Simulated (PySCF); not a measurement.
**Complete the spectrum of C6H13GeN**

C6H13GeN.
Geometry (PBE0-D3(BJ)/def2-SVP, Å), atoms numbered from 1 in this order:
```xyz
21
C6H13GeN angstrom
C     -3.235    1.101   -0.378
N     -2.393    0.339    0.511
Ge    -1.042   -0.729   -0.124
C     -0.138   -1.610    1.378
C      1.215   -0.958    1.375
C      1.582   -0.108    0.396
C      2.922    0.557    0.349
C      0.604    0.186   -0.717
H     -3.544    0.472   -1.229
H     -4.163    1.418    0.129
H     -2.768    2.013   -0.806
H     -2.155    0.845    1.359
H     -1.693   -1.626   -1.195
H     -0.070   -2.703    1.232
H     -0.681   -1.462    2.327
H      1.920   -1.186    2.184
H      3.457    0.296   -0.580
H      3.555    0.272    1.202
H      2.816    1.655    0.347
H      0.974   -0.201   -1.683
H      0.462    1.273   -0.853
```

Theory: TDDFT B3LYP/def2-SVPD, vertical, gas phase, core orbitals frozen in the response in PySCF 2.14.0, density-fitted response routines. The B3LYP/def2-SVPD calculation is non-relativistic and has no spin–orbit coupling, an omission that weighs most on germanium.

Orbital energies (eV): HOMO-3 -8.47, HOMO-2 -7.85, HOMO-1 -6.53, HOMO -6.12, LUMO 0.26, LUMO+1 0.33, LUMO+2 0.63.

Lowest singlets, with some entries withheld (?).

```
state  λ (nm)       f  main configurations (H = HOMO, L = LUMO)
   S1   226.7   0.014                    H→L (82%), H→L+2 (12%)
   S2   219.0  0.0022                               H→L+1 (94%)
   S3   210.4  0.0031                    H→L+2 (83%), H→L (10%)
   S4       ?       ?                                         ?
   S5   202.4   0.021                  H→L+3 (79%), H→L+4 (10%)
   S6       ?       ?                                         ?
   S7   193.9  0.0042                H-1→L+2 (82%), H-1→L (11%)
   S8   189.1   0.014                             H-1→L+3 (91%)
   S9   187.1   0.017                  H→L+5 (76%), H→L+7 (13%)
  S10   184.9   0.212                 H-1→L+1 (62%), H-1→L (8%)
```

Problem. What stands in place of each question mark?

Solution. 
- S4: λ = 208.6 nm; f = 0.0009; H-1→L (75%), H-1→L+1 (17%)
- S6: λ = 195.7 nm; f = 0.013; H→L+4 (81%), H→L+3 (9%)

Problem. Where do the lowest triplets lie (Tamm–Dancoff)?

Solution. T1 4.26 eV, H-1→L+1 (78%), H-1→L (16%); T2 5.27 eV, H→L (68%), H→L+2 (18%); T3 5.62 eV, H→L+1 (86%); T4 5.82 eV, H→L+2 (67%), H→L (17%). E(S1) − E(T1) = +1.21 eV.

Problem. What is the mean static polarisability from the same response equations?

Solution. 110.1 au (16.31 Å³), with principal values 89.4, 112.7 and 128.0 au.

Problem. How far apart are S7 and S9, in eV and cm⁻¹?

Solution. 6.627 − 6.396 = 0.231 eV, or about 1860 cm⁻¹.

All these states lie below the vertical ionisation energy of 8.10 eV (ΔSCF).

One conformer stands for the species.
